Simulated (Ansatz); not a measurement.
C$_{2}$H$_{8}$GeO (SMILES [CH3][GeH]([CH3])[OH]), singlet, at a GFN2-xTB geometry; SC-NEVPT2/STO-3G, CASSCF(6,5) in Ansatz (a program for electronic structure).

Here is a job for Ansatz.
Ansatz 0.2 input:
```yaml
crystal:
  periodic: [false, false, false]
  atoms:
    - {symbol: Ge, position_ang: [0.01770212, -0.13770709, 0.24265942]}
    - {symbol: C, position_ang: [1.59133029, -0.49101555, -0.91230913]}
    - {symbol: C, position_ang: [-1.70253583, -0.49921838, -0.67667500]}
    - {symbol: O, position_ang: [0.05055986, 1.53999850, 0.76037270]}
    - {symbol: H, position_ang: [0.11545684, -0.81406125, 1.58560121]}
    - {symbol: H, position_ang: [1.49709340, 0.04253717, -1.85565602]}
    - {symbol: H, position_ang: [2.50370716, -0.16103191, -0.42392034]}
    - {symbol: H, position_ang: [1.68451556, -1.54908347, -1.13174197]}
    - {symbol: H, position_ang: [-2.53772611, -0.17358678, -0.06327005]}
    - {symbol: H, position_ang: [-1.74618449, 0.03446032, -1.62364083]}
    - {symbol: H, position_ang: [-1.82076323, -1.55781279, -0.88098396]}
    - {symbol: H, position_ang: [0.00018725, 2.20662110, 0.07943379]}
basis:
  gaussian:
    orbitals: STO-3G
magnetization: {spin_polarized: false}
correlation: {method: sc_nevpt2, electrons: all, active_space: {window: {electrons: 6, orbitals: 5}}}
```

Q: What does Ansatz print? Leave out banner, timings and long lists.

A: 
```
Functional definition: HF
504 factors; integrals over basis functions are off by at most 3.7e-5 eV
mean field evaluation 1: about -60002.2041 eV, gradient 2.1e1 eV
mean field evaluation 2: about -60002.3093 eV, gradient 2.1e1 eV
mean field evaluation 4: about -60004.0405 eV, gradient 1.3e0 eV
mean field evaluation 8: about -60004.0485 eV, gradient 2.0e-2 eV
mean field -60004.04849903 eV, -2205.1081101344 hartree, gradient 7.3e-7 eV, S^2 0.000000; 0 other end points of the search recorded, 0 dependent functions left out
reference -60004.04849903 eV, -2205.1081101344 hartree; 30, 30 occupied and 11, 11 virtual orbitals, 504 factors
state -60005.21904539 eV, -2205.1511269197 hartree
state -60005.21904539 eV, -2205.1511269197 hartree; corrected -60009.13779777 eV, -2205.2951384134 hartree
state -60004.84962010 eV, -2205.1375507909 hartree
state -60004.84962010 eV, -2205.1375507909 hartree; corrected -60009.07195711 eV, -2205.2927188140 hartree
state -60005.21904539 eV, -2205.1511269197 hartree; corrected -60009.13779777 eV, -2205.2951384134 hartree
2 active orbitals were swapped for others, from the solution at -60004.84958281 eV, -2205.1375494202 hartree to that at -60005.21901350 eV, -2205.1511257478 hartree; typed "places" are swapped only where nearly empty or full, and so, without "given_window_search", are "orbital_numbers", "shells" and a window whose orbitals a file names under [Active]
Total energy: -60009.13779777 eV, -2205.2951384134 hartree
```
